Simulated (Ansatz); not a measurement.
Saddle point of SiH₂OF₂, closed shell (SiH₂OF₂ ([OH][SiH]([F])[F]) → SiOF₂ ([O][Si]([F])[F]) + H₂; bonds formed: H2–H4; bonds broken: Si1–H2, O3–H4), PBE0-D4/def2-TZVP structure:

```xyz
6
angstrom
Si 0.1154 0.0139 0.4141
H -0.6790 0.1589 -1.1068
O 1.2757 -0.7234 -0.2677
H 0.1382 -0.2874 -1.1841
F 0.1521 1.5103 0.8747
F -1.0026 -0.6722 1.2698
```

Energies are electronic, without zero-point energy. Barriers and step energies count from the start structure reached by relaxing down the imaginary mode; all methods use the PBE0-D4 structures, on which another method's saddle can fall below an end. Ansatz 0.2.0; basis: def2-TZVPP, with def2-QZVPP for the basis limit; cores frozen in the correlated methods. B3LYP uses VWN-RPA correlation. Extrapolation: Hartree–Fock as exp(−7.88 √X), correlation as X^−2.97.

```
      method  barrier (kcal/mol)  step energy (kcal/mol)
       SPW92               59.06                   55.66
      PBE-D4                   ?                   52.00
     BLYP-D4               63.10                   50.66
   r2SCAN-D4               64.53                   55.38
      B97M-V               65.79                   56.33
     PBE0-D4                   ?                   58.30
    B3LYP-D4               68.44                   56.22
  r2SCAN0-D4               69.67                   59.94
    BHLYP-D4               75.92                   62.87
CAM-B3LYP-D4                   ?                   59.25
     wB97X-V               70.62                   59.03
     wB97M-V               69.57                   57.64
      B2PLYP               68.59                   56.37
    PBE-QIDH               70.60                   60.26
  RPA on PBE               69.06                   56.30
          HF               86.43                   68.75
         MP2               68.31                   56.18
        CCSD               73.46                   60.37
     CCSD(T)               70.43                   58.13
```

**Question.** Fill in the withheld barriers. (To be estimated.)

**Answer.** By the calculation: PBE-D4 60.80; PBE0-D4 67.60; CAM-B3LYP-D4 70.74 kcal/mol. Each is the energy of the saddle less that of the start structure, by the same method.

For comparison, the barrier by CCSD(T) at an estimated basis limit (MP2 extrapolated from triple and quadruple zeta, plus CCSD(T) − MP2 in triple zeta) is 70.20 kcal/mol.

No T1 diagnostic of these runs exceeds 0.016.

Labels in which every atom is bracketed show which atoms are joined, not bond orders.

For scale, one of the runs: CCSD(T)/def2-TZVPP, 163 basis functions, launched by `ansatz run in.yaml --threads 2 --pin off --events-out ev --progress --plain --max-ram 4352MiB`. Time: 45 s of wall clock on 2 CPU threads of an Arm Neoverse V1; the host was shared. Peak host memory: 1.3 GiB.
